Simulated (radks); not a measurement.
Results of a calculation; reference values are marked as such.
Question: Radial electron density D(r) = 4 pi r^2 rho(r) of an atom or ion with 31 electrons. Level of theory: scalar-relativistic Kohn-Sham, LDA (Slater exchange, Perdew-Wang correlation), spin-unpolarised, spherical densities, finite nucleus; Fermi nuclear charge, rms radius of each element as measured or else 0.836 A^(1/3) + 0.57 fm (a radial shooting solver on a logarithmic mesh with Libxc functionals).

```
   r/bohr * D(r) (the largest magnitude, 61.1, reaches the edge; | marks zero)
  0.00189 | *
 0.002481 |  *
  0.00323 |    *
  0.00424 |       *
 0.005566 |           *
 0.007306 |                *
 0.009589 |                       *
  0.01259 |                               *
  0.01639 |                                      *
  0.02151 |                                           *
  0.02824 |                                            *
  0.03706 |                                         *
  0.04865 |                                     *
  0.06386 |                                       *
  0.08382 |                                               *
   0.1091 |                                                      *
   0.1433 |                                                  *
    0.188 |                                      *
   0.2468 |                                *
    0.324 |                                      *
   0.4252 |                                     *
   0.5537 |                        *
   0.7268 |          *
    0.954 |    *
    1.252 |  *
    1.644 |*
    2.157 *
    2.809 *
```

What is the nuclear charge?

Answer: Z = 40. The innermost maximum, from 1s, lies near gamma/Z bohr with gamma = sqrt(1 - (Z/c)^2) = 0.956, here 0.0239 bohr (found: 0.0261), and its height grows with Z. The density is that of the zirconium ion Zr9+ in [Ar] 3d10 4s2 4p1; the configuration itself is not fixed sharply by these data, and Z only to a few units. D(r) has 3 maxima, at r = 0.0261, 0.115, 0.368 bohr, and minima at 0.0531, 0.237 bohr, inside which lie 2.05, 11.12 electrons.
